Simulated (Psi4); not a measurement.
Conformational energy of SMILES c1c(scc1)C=O. Scanned: dihedral O1–C2–C3–S7; all other coordinates were relaxed at B3LYP-D3(BJ)/def2-SVP. Points at φ and −φ are mirror images.

Geometry of the scan point at 30° (Å):
```
11

O      2.7163     1.4707     0.1686
C      2.1104     0.4235     0.1380
C      0.6490     0.2918     0.1105
C     -0.0998    -0.8065     0.4921
C     -1.4884    -0.6399     0.2427
C     -1.7654     0.5617    -0.3716
S     -0.3513     1.5111    -0.6287
H      2.6423    -0.5611     0.2075
H      0.3443    -1.6952     0.9441
H     -2.2514    -1.3778     0.4929
H     -2.7374     0.9349    -0.6925
```

Level of theory: DF-MP2 (frozen core)/cc-pVTZ // B3LYP-D3(BJ)/def2-SVP in Psi4.

Scanned values (°): -150, -120, -90, -60, -30, 0, 30, 60, 90, 120, 150, 180.

Task: Locate the minima and the barriers on this grid.

Result: Lower than their neighbours: 0° (0.0 kcal/mol), 180° (1.1 kcal/mol). Higher than their neighbours: -90° (10.3 kcal/mol), 90° (10.3 kcal/mol). The whole profile spans 10.3 kcal/mol.
